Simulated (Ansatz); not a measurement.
```xyz
5

O     1.5710   -0.0872    0.1654
Cr    0.0575    0.0873   -0.0257
O    -0.3838    1.3611    0.7093
F    -0.3185    0.2014   -1.6809
Cl   -0.9263   -1.5626    0.8319
```

The species carries charge 0 and has multiplicity 1.

(1) List the PBE/def2-TZVPP orbital energies in eV (Ansatz 0.2.0). (Estimate.)

Results:

(1) Computed: Occupied: -5840.76, -2740.10, -665.51, -661.05, -566.66, -566.61, -566.57, -512.61, -512.61, -250.66, -191.33, -191.23, -191.18, -78.77, -51.54, -51.45, -51.16, -29.77, -24.51, -24.21, -21.10, -12.64, -12.15, -11.89, -11.71, -11.63, -10.69, -10.35, -10.21, -9.97, -8.94, -8.90, -8.46. Lowest empty: -5.69, -5.19, -4.66, -3.50, -2.80, -0.36, 1.90, 1.95.
